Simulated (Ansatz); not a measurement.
Cost and result for the atomization energy of C2H2FSi (`[C]#C[SiH2]F`) radical (6 atoms, 5 bonds).

```xyz
6

C     2.3317   -0.3132   -0.7617
C     1.1862   -0.1600   -0.3968
Si   -0.5157    0.0715    0.2086
F    -1.5052    0.1171   -1.0389
H    -0.6069    1.3593    0.9266
H    -0.8900   -1.0747    1.0621
```

Charge 0, multiplicity 2. The geometry is a stationary point of PBE0-D4/def2-TZVP. Program: Ansatz. Hardware: A = 2 threads of an AMD EPYC 7R13 on a shared host; B = 2 threads of an AMD EPYC 7R13 on a shared host and a share of an NVIDIA H100 80 GB. Times are those of one run each, without the atoms' runs, and a repeat can differ threefold. Electronic energies, without spin–orbit coupling; frozen cores. CCSD(T)/CBS extrapolates def2-TZVPP and def2-QZVPP, and its time is that of the two runs behind it. T1 = 0.046; ⟨S²⟩ of the reference is 1.17. B3LYP takes the VWN-RPA correlation (the form of Gaussian; ORCA's B3LYP/G).

CCSD(T)/CBS is a level of theory with its own doubt, some kJ/mol a heavy atom from the limit and from the frozen cores, so smaller differences don't rank the functionals.

```
                                 level  functions  wall time
               PBE-QIDH/def2-TZVPP [A]        163      4.1 s
                  CCSD(T)/def2-SVP [A]         70        6 s
              revPBE-D4/def2-TZVPP [A]        163        6 s
                BLYP-D4/def2-TZVPP [A]        163      6.5 s
r2SCAN-D4/def2-TZVPP (with forces) [A]        163      7.5 s
 B3LYP-D4/def2-TZVPP (with forces) [A]        163      7.5 s
             r2SCANh-D4/def2-TZVPP [A]        163      8.5 s
                CCSD(T)/def2-TZVPP [B]        163       10 s
           CAM-B3LYP-D4/def2-TZVPP [A]        163       10 s
                 B97M-V/def2-TZVPP [A]        163       14 s
  ωB97M-V/def2-TZVPP (with forces) [A]        163       28 s
                CCSD(T)/def2-QZVPP [B]        301    3.3 min
                     CCSD(T)/CBS(def2)          –    3.4 min
```

Question: What atomization energy does each give, and how far from CCSD(T)/CBS? (Best estimate.)

Answer: The calculation gave: 
```json
{"level": "PBE-QIDH/def2-TZVPP [A]", "atomization (kJ/mol)": "2246.0", "difference from CCSD(T)/CBS": "-29.4", "per bond": "-5.9"}
{"level": "CCSD(T)/def2-SVP [A]", "atomization (kJ/mol)": "2121.8", "difference from CCSD(T)/CBS": "-153.6", "per bond": "-30.7"}
{"level": "revPBE-D4/def2-TZVPP [A]", "atomization (kJ/mol)": "2257.2", "difference from CCSD(T)/CBS": "-18.2", "per bond": "-3.6"}
{"level": "BLYP-D4/def2-TZVPP [A]", "atomization (kJ/mol)": "2272.0", "difference from CCSD(T)/CBS": "-3.4", "per bond": "-0.7"}
{"level": "r2SCAN-D4/def2-TZVPP (with forces) [A]", "atomization (kJ/mol)": "2284.1", "difference from CCSD(T)/CBS": "8.7", "per bond": "1.7"}
{"level": "B3LYP-D4/def2-TZVPP (with forces) [A]", "atomization (kJ/mol)": "2256.9", "difference from CCSD(T)/CBS": "-18.5", "per bond": "-3.7"}
{"level": "r2SCANh-D4/def2-TZVPP [A]", "atomization (kJ/mol)": "2260.8", "difference from CCSD(T)/CBS": "-14.6", "per bond": "-2.9"}
{"level": "CCSD(T)/def2-TZVPP [B]", "atomization (kJ/mol)": "2203.3", "difference from CCSD(T)/CBS": "-72.1", "per bond": "-14.4"}
{"level": "CAM-B3LYP-D4/def2-TZVPP [A]", "atomization (kJ/mol)": "2266.5", "difference from CCSD(T)/CBS": "-8.9", "per bond": "-1.8"}
{"level": "B97M-V/def2-TZVPP [A]", "atomization (kJ/mol)": "2269.8", "difference from CCSD(T)/CBS": "-5.6", "per bond": "-1.1"}
{"level": "ωB97M-V/def2-TZVPP (with forces) [A]", "atomization (kJ/mol)": "2259.8", "difference from CCSD(T)/CBS": "-15.6", "per bond": "-3.1"}
{"level": "CCSD(T)/def2-QZVPP [B]", "atomization (kJ/mol)": "2247.0", "difference from CCSD(T)/CBS": "-28.4", "per bond": "-5.7"}
{"level": "CCSD(T)/CBS(def2)", "atomization (kJ/mol)": "2275.4", "difference from CCSD(T)/CBS": "0.0", "per bond": "0.0"}
```

From r2SCAN to r2SCAN0 (25 % exact exchange), in def2-TZVPP and without D4, the atomization energy moves by −57.0 kJ/mol: exact exchange takes away binding that semilocal exchange gives to molecules. At CCSD(T), def2-SVP lies −153.5 kJ/mol from the extrapolated value and def2-TZVPP −72.0 kJ/mol: correlation converges slowly with the basis, and small sets miss more of it in the bonded molecule than in its fragments. The D4 term adds +17.1 kJ/mol with B3LYP and +8.8 kJ/mol with PBE0; it sums over pairs of atoms, weighted by their polarisabilities, and B3LYP, whose exchange is more repulsive, gets the larger term.
